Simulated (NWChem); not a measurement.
System: arsenic trifluoride (AsF$_{3}$); SMILES F[As](F)F

The following NWChem deck was run.

```
start job
memory heap 200 mb stack 900 mb global 1100 mb
geometry units angstroms noautosym nocenter noautoz
  F     -1.456566    -0.393192    -0.504979
  As     0.000000     0.000000     0.383902
  F      1.068797    -1.064827    -0.504979
  F      0.387769     1.458019    -0.504979
end
basis spherical
  * library def2-svpd
end
dft
  xc b3lyp
  iterations 150
end
tddft
  cis
  nroots 6
  notriplet
end
task tddft energy
```

The geometry was optimised at PBE-D3(BJ)/def2-SVP. B3LYP is NWChem's, with the RPA form of VWN correlation.

Vertical excitations in the gas phase.

**Question.** What results follow from this input? (B3LYP/def2-SVPD, TDA.) Quantities: lowest excitation, singlet (eV); oscillator strength of that lowest state; lowest state with f > 0.02, singlet (eV); oscillator strength of that bright state; orbital gap (eV).

**Answer.** 
| Item | Result |
|---|---|
| lowest excitation, singlet (eV) | 7.81 |
| oscillator strength of that lowest state | 0.145 |
| lowest state with f > 0.02, singlet (eV) | 7.81 |
| oscillator strength of that bright state | 0.145 |
| orbital gap (eV) | 8.29 |
